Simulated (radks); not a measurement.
Values are calculated unless marked as measured or tabulated.
Q: The selenium ion Se+, [Ar] 3d10 4s2 4p3. Level of theory: non-relativistic Kohn-Sham, exchange-only LDA, spin-polarised, spherical densities, point nucleus (a radial shooting solver on a logarithmic mesh with Libxc functionals). Every spin shell is full or empty, so the densities are truly spherical. Functionals are evaluated on that one density, not self-consistently. Rank these orbital-free kinetic functionals by their error against the exact value of the orbitals, and give that value: Thomas-Fermi, TF + vW/5, LC94, APBEK, Perdew 92, Thakkar, Pearson, PG1.

A: Exact: 2394.77 hartree. From best to worst, with 100 (|E| - |E exact|)/|E exact| (equal figures are ties): LC94 -0.01, APBEK +0.07, Thakkar -0.51, Perdew 92 -0.76, Pearson -1.14, TF + vW/5 +3.43, Thomas-Fermi -6.02, PG1 +17.57.
